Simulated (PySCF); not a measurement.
Gas-phase reaction: SnH4 + 2 F ⇌ SnH2F2 + H2

Method: PySCF energies (xtb for GFN2) plus ideal-gas RRHO corrections (1 bar). † marks an energy on the PBE0/def2-TZVP geometry and frequencies; other levels use their own. MP2 and CCSD(T) freeze the core. Open shells (unrestricted): F (multiplicity 2); the rest are closed-shell singlets. GFN2 has no spin-polarisation term. Spin-orbit splitting is ignored; it lowers the true energy and changes the entropy of F. Sn: scalar-relativistic def2 core potential, no spin-orbit coupling. SnH2F2: computed as isolated molecules; such fragments, hydroxides, amides, oligomers or adducts are transient or little studied in the gas. MP2 isn't extrapolated to the basis-set limit. CCSD(T) isn't extrapolated to the basis-set limit.

```
level                ΔH°(298 K), kJ
-------------------  --------------
BLYP/def2-TZVP†                -806
CCSD(T)/def2-TZVPP†             ___
GFN2-xTB                       -663
MP2/def2-SVP†                   ___
MP2/def2-TZVPP†                -819
PBE/def2-SVP                    ___
PBE0/def2-QZVP†                 ___
LDA/def2-TZVP†                 -922
ωB97X-V/def2-TZVP†             -780
```

Question: Complete the blanks.

Answer: 
- CCSD(T)/def2-TZVPP†, ΔH°(298 K), kJ: -755
- MP2/def2-SVP†, ΔH°(298 K), kJ: -766
- PBE/def2-SVP, ΔH°(298 K), kJ: -790
- PBE0/def2-QZVP†, ΔH°(298 K), kJ: -766
